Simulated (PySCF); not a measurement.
diiodomethane (CH2I2), singlet, at a GFN2-xTB geometry (core potentials on I). Base run: SCAN/def2-SV(P) (PySCF).

The PySCF input:
```python
from pyscf import gto, scf, dft

mol = gto.M(
    atom='''
I    -1.80131757    0.10352545    0.01056948
C    -0.00641288   -1.07119395    0.02814670
I     1.80242387    0.08126803   -0.01542511
H    -0.00348778   -1.66000468    0.93782473
H    -0.01666866   -1.70688575   -0.84935629
''',
    basis='def2-sv(p)',
    ecp={'I': 'def2-sv(p)'},
    verbose=4,
)

mf = dft.RKS(mol)
mf.xc = 'scan'
mf.kernel()
```

Variants of this job, named by their change:

```
change                            ΔE vs base (µEh)  grid points  electrons on the grid
--------------------------------  ----------------  -----------  ---------------------
base                                           0.0        77656               58.00000
grids.level = 1                               -192        26176               57.99987
small_rho_cutoff = 0                           0.0        77656               58.00000
grids.level = 2                               2695        50040               58.00001
grids.becke_scheme = stratmann                 7.5        77656               58.00000
grids.atom_grid = (75, 302)                   -277        70016               58.00001
grids.radi_method = mura_knowles               421        70888               58.00000
grids.atom_grid = (150, 974)                   110       386536               58.00000
grids.level = 7                              -88.2       366688               58.00000
grids.prune = off                              2.5       135312               58.00000
grids.level = 5                               -134       183704               58.00000
```
